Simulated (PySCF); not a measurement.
Compound: C3H6OSi.
Bonds: C1–C2 (double), C2–C3, C3–O4 (double), C3–Si5. Hydrogens: H6, H7 on C1; H8 on C2; H9, H10, H11 on Si5.

Method: PBE0-D3(BJ)/def2-SVP geometry optimisation, gas phase in PySCF 2.14.0; density fitting, grid level 1; the optimiser is geomeTRIC in internal coordinates, started from a GFN2-xTB structure with every atom displaced at random (about 0.01 Å).

Step 0: E = -13116.2938 eV
```
atom  x, y, z in Å  |  force x, y, z in eV/Å
C1     -1.5574    0.6813   -0.1476   -1.281   2.472  -0.115
C2     -1.2103   -0.5695   -0.1326    1.102  -1.602   0.045
C3      0.1796   -1.0109   -0.0620    1.259  -0.878   0.025
O4      0.5082   -2.1895   -0.1485   -0.602   0.616   0.025
Si5     1.6289    0.2480    0.1894   -0.732  -0.087   0.629
H6     -0.8626    1.5144   -0.1147    0.422   0.133   0.066
H7     -2.6046    0.9919   -0.2183   -0.026  -0.098   0.009
H8     -1.9190   -1.3592   -0.1877   -0.928  -0.924  -0.073
H9      1.3461    1.0482    1.4211    0.104   0.094  -0.005
H10     2.8566   -0.5186    0.3458    0.527  -0.303   0.028
H11     1.6773    1.1336   -0.9605    0.155   0.577  -0.634
```

Step 1: E = -13116.4239 eV
```
atom  x, y, z in Å  |  force x, y, z in eV/Å
C1     -1.5948    0.7017   -0.1444    0.147  -0.307  -0.057
C2     -1.2074   -0.5806   -0.1973   -0.212   0.138  -0.079
C3      0.1955   -1.0344   -0.0426   -0.395   0.194   0.281
O4      0.4310   -2.2193    0.0394    0.274  -0.264  -0.107
Si5     1.6348    0.2502    0.1743    0.176   0.118  -0.064
H6     -0.8739    1.5121   -0.0090    0.041   0.084   0.006
H7     -2.6439    0.9853   -0.2324   -0.081   0.041   0.002
H8     -1.9361   -1.3956   -0.3239    0.101   0.110   0.015
H9      1.4323    1.0588    1.4171   -0.033  -0.052   0.014
H10     2.9030   -0.5219    0.2741   -0.001  -0.006  -0.009
H11     1.7021    1.2134   -0.9708   -0.016  -0.054  -0.002
```

Step 2: E = -13116.4283 eV
```
atom  x, y, z in Å  |  force x, y, z in eV/Å
C1     -1.5634    0.7020   -0.1520   -0.062  -0.051  -0.030
C2     -1.2172   -0.5894   -0.1870    0.073  -0.248   0.056
C3      0.1809   -1.0537   -0.0128    0.225   0.183  -0.006
O4      0.4825   -2.2291    0.0307   -0.279   0.039  -0.051
Si5     1.6101    0.2539    0.1795    0.063   0.047   0.036
H6     -0.8230    1.4984   -0.0181   -0.011  -0.017   0.012
H7     -2.6052    1.0167   -0.2524    0.006   0.016  -0.022
H8     -1.9569   -1.3878   -0.3204   -0.035   0.035   0.008
H9      1.4099    1.0438    1.4338    0.018   0.008   0.015
H10     2.8910   -0.5003    0.2495   -0.007  -0.001  -0.008
H11     1.6340    1.2152   -0.9665    0.010  -0.011  -0.009
```

**Question.** Estimate the geometry and energy of step 3. (The exact step hangs on the optimiser's Hessian estimate; all steps are aligned on step 2, rigid shifts and turns removed.)

**Answer.** E = -13116.4358 eV, largest force 0.164 eV/Å
```
atom  x, y, z in Å  |  force x, y, z in eV/Å
C1     -1.5916    0.6974   -0.1606   -0.068   0.089  -0.016
C2     -1.2196   -0.5857   -0.1773    0.095   0.024   0.071
C3      0.1836   -1.0312    0.0000   -0.029  -0.076  -0.142
O4      0.4515   -2.2160    0.0177    0.044   0.056   0.039
Si5     1.6379    0.2567    0.1874   -0.048  -0.025   0.062
H6     -0.8675    1.5099   -0.0283   -0.011  -0.028   0.007
H7     -2.6384    0.9928   -0.2767    0.034   0.002  -0.011
H8     -1.9471   -1.3934   -0.3100   -0.012  -0.036   0.006
H9      1.4637    1.0381    1.4511    0.011   0.008  -0.002
H10     2.9061   -0.5199    0.2364   -0.009  -0.005  -0.005
H11     1.6641    1.2210   -0.9553   -0.007  -0.008  -0.009
```

The energy changes by -0.0076 eV. The first-order estimate −F·Δx gives -0.0194 eV and the mean of the old and new forces, exact on a quadratic surface, -0.0077 eV. The step makes an angle of 71° with the force vector and moves no atom by more than 0.057 Å.

What follows is the cost of the whole optimisation. Time: 23 s of wall time; peak memory 0.43 GiB. Hardware: Arm Neoverse V2, one thread, shared host with 32 logical CPUs at a one-minute load of 21.
